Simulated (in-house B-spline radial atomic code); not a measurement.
Response and correlation along the 40-electron series, closed shell [Kr] (4d3/2)4; the second-order energy is extrapolated in partial waves. Computed with an all-electron radial atomic-structure program (B-spline basis): relativistic RPA and second-order many-body perturbation theory on Dirac-Hartree-Fock.

Closed in jj coupling only.

```json
{"ion": "Nd20+", "Z": "60", "dipole polarisability (bohr³)": "0.197", "quadrupole polarisability (bohr⁵)": "0.13185", "ratio of RPA to uncoupled dipole": "0.86194", "second order correlation energy (Eh)": "-2.4365", "C6 of two such ions (Eh bohr⁶)": "0.18884"}
{"ion": "Pm21+", "Z": "61", "dipole polarisability (bohr³)": "0.17761", "quadrupole polarisability (bohr⁵)": "0.10936", "ratio of RPA to uncoupled dipole": "0.86207", "second order correlation energy (Eh)": "-2.4475", "C6 of two such ions (Eh bohr⁶)": "0.16019"}
{"ion": "Sm22+", "Z": "62", "dipole polarisability (bohr³)": "0.1607", "quadrupole polarisability (bohr⁵)": "0.091229", "ratio of RPA to uncoupled dipole": "0.86231", "second order correlation energy (Eh)": "-2.4583", "C6 of two such ions (Eh bohr⁶)": "0.13663"}
{"ion": "Eu23+", "Z": "63", "dipole polarisability (bohr³)": "0.14587", "quadrupole polarisability (bohr⁵)": "0.076509", "ratio of RPA to uncoupled dipole": "0.86264", "second order correlation energy (Eh)": "-2.4689", "C6 of two such ions (Eh bohr⁶)": "0.11711"}
{"ion": "Gd24+", "Z": "64", "dipole polarisability (bohr³)": "0.1328", "quadrupole polarisability (bohr⁵)": "0.064483", "ratio of RPA to uncoupled dipole": "0.86306", "second order correlation energy (Eh)": "-2.4792", "C6 of two such ions (Eh bohr⁶)": "0.10085"}
{"ion": "Tb25+", "Z": "65", "dipole polarisability (bohr³)": "0.12125", "quadrupole polarisability (bohr⁵)": "0.0546", "ratio of RPA to uncoupled dipole": "0.86354", "second order correlation energy (Eh)": "-2.4894", "C6 of two such ions (Eh bohr⁶)": "0.087223"}
{"ion": "Dy26+", "Z": "66", "dipole polarisability (bohr³)": "0.11098", "quadrupole polarisability (bohr⁵)": "0.046434", "ratio of RPA to uncoupled dipole": "0.86409", "second order correlation energy (Eh)": "-2.4993", "C6 of two such ions (Eh bohr⁶)": "0.075743"}
{"ion": "Ho27+", "Z": "67", "dipole polarisability (bohr³)": "0.10184", "quadrupole polarisability (bohr⁵)": "0.039652", "ratio of RPA to uncoupled dipole": "0.86468", "second order correlation energy (Eh)": "-2.509", "C6 of two such ions (Eh bohr⁶)": "0.066022"}
{"ion": "Er28+", "Z": "68", "dipole polarisability (bohr³)": "0.09365", "quadrupole polarisability (bohr⁵)": "0.033991", "ratio of RPA to uncoupled dipole": "0.86532", "second order correlation energy (Eh)": "-2.5186", "C6 of two such ions (Eh bohr⁶)": "0.057754"}
{"ion": "Tm29+", "Z": "69", "dipole polarisability (bohr³)": "0.086305", "quadrupole polarisability (bohr⁵)": "0.029246", "ratio of RPA to uncoupled dipole": "0.86599", "second order correlation energy (Eh)": "-2.528", "C6 of two such ions (Eh bohr⁶)": "0.050691"}
{"ion": "Yb30+", "Z": "70", "dipole polarisability (bohr³)": "0.079693", "quadrupole polarisability (bohr⁵)": "0.02525", "ratio of RPA to uncoupled dipole": "0.86669", "second order correlation energy (Eh)": "-2.5372", "C6 of two such ions (Eh bohr⁶)": "0.044632"}
```

Problem. How fast does the dipole polarisability fall along the series?

Solution. From 0.197 to 0.07969 bohr³; a fit of its logarithm against log Z from Z = 60 to 70 has slope -5.86.
